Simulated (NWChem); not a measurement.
Molecule: CH₃BrSZn; SMILES C[S][Zn][Br]

```xyz
7

Zn     0.2565     0.3557    -0.0068
Br    -0.5053    -1.7435     0.0020
S      1.0252     2.3657    -0.0161
C     -0.5213     3.3809     0.0854
H     -1.1620     3.2310    -0.7859
H     -0.1963     4.4237     0.1023
H     -1.0817     3.1776     1.0002
```
Atoms are numbered in this order, from 1.

Computed with NWChem. Geometry: optimised at B3LYP/6-31G* (spherical d). No frequency run checked for a minimum. Field at 589 nm.

Predict the results for B3LYP/def2-SVP. Quantities: isotropic polarisability (bohr³); anisotropy (bohr³).


* **isotropic polarisability (bohr³)**: 65.2
* **anisotropy (bohr³)**: 58.4
